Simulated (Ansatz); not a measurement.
The cluster Cu2Se, relaxed as a singlet with RKS PBE0-D4/def2-TZVP in Ansatz, starting from the GFN1-xTB geometry. Force threshold 0.02 eV/Å.

The structure comes from a short search, and lower isomers may exist.

Start:

```xyz
3

Cu   -1.007   -0.819   -0.253
Cu    1.278   -0.283   -0.187
Se   -0.272    1.103    0.439
```

Task: Estimate the energy that the relaxation releases and the steps that it takes.

Result: 11.8 kJ/mol, in 5 steps; 14 s on 4 threads of AMD EPYC 7R43 on a shared host. No frequencies were taken in this run, so the end may be a saddle point.

Task: Does the start keep its bonding and symmetry?

Result: By distances, no bond broke or formed. The bond that changes most is Cu1–Se3, from 2.17 to 2.22 Å (atoms count from 1). Point group C2v at the start, C2v at the end, both within 0.05 Å.

Task: Predict the relaxed structure.

Result: 
Cartesian coordinates in Å:
```
Cu -1.141 -0.842 -0.253
Cu 1.408 -0.244 -0.180
Se -0.267 1.086 0.433
```
Bond lengths (bridged metal pairs left out): 2 × Cu–Se 2.22 Å.
